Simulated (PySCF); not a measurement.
Level of theory: σ from GIAO-PBE0/pcSseg-1, GFN2-xTB structure, in PySCF 2.14 (no solvent model, a single conformation, rapidly exchanging positions averaged, non-relativistic).

Scale: ¹H (σref 31.72) and ¹³C (σref 186.93) against TMS (reference shieldings calculated alike). Acid and N–H amide carbonyl carbons lie up to 10 ppm further downfield in solution (hydrogen bonding). Shifts are as computed. Against solution values, carbons near 30 ppm lie about +3 ppm off and those near 130 ppm about +5 ppm; carbons on Cl a further +6 ppm (rms about the fit 2.1 ppm; single classes can miss by 10 ppm). Of 1328 compounds with measured shifts, 309 miss one by over three times the rms of a fit or turn the order of signals round; such compounds aren't used in these exercises. Signals without a measured value on file couldn't be tested in this way; 1H shifts scatter by 0.2 ppm about their fit, and single ones miss by 0.5 ppm. Groups on amide-type nitrogens are kept apart (slow C–N rotation). Carbons bonded to Cl come out too deshielded. OH and NH positions are gas-phase values without hydrogen bonding to other molecules.

Question: Order these molecules by the shift of their most shielded carbon, lowest δ first.
A. C=CN(C)C(=C)OC
B. C=C/C=N/c1ncno1
C. NC(=O)C#CC(Cl)(Cl)Cl
D. C=CC(=O)NC(C)C

Answer: D (25.9 ppm, methyl carbon), A (30.9 ppm, methyl carbon bonded to N), C (83.9 ppm, alkyne carbon), B (146.1 ppm, terminal =CH2 carbon).

Question: Order these molecules by the shift of their most shielded carbon-bound hydrogen, lowest δ first.
A. C=C/C=N/c1ncno1
B. C=CN(C)C(=C)OC
C. C=CC(=O)NC(C)C

Answer: C (1.14 ppm, hydrogen on a methyl carbon), B (2.93 ppm, hydrogen on a methyl carbon bonded to N), A (6.57 ppm, hydrogen on a terminal =CH2 carbon).

Question: How many ¹³C and ¹H signals does each give (equivalence by symmetry and fast rotation, but not about amide C–N or C=N bonds)? `C=C/C=N/c1ncno1`, `C=CN(C)C(=C)OC`, `C=CC(=O)NC(C)C`, `NC(=O)C#CC(Cl)(Cl)Cl`

Answer: C=C/C=N/c1ncno1: 5 C, 5 H; C=CN(C)C(=C)OC: 6 C, 7 H; C=CC(=O)NC(C)C: 5 C, 6 H; NC(=O)C#CC(Cl)(Cl)Cl: 4 C, 2 H.
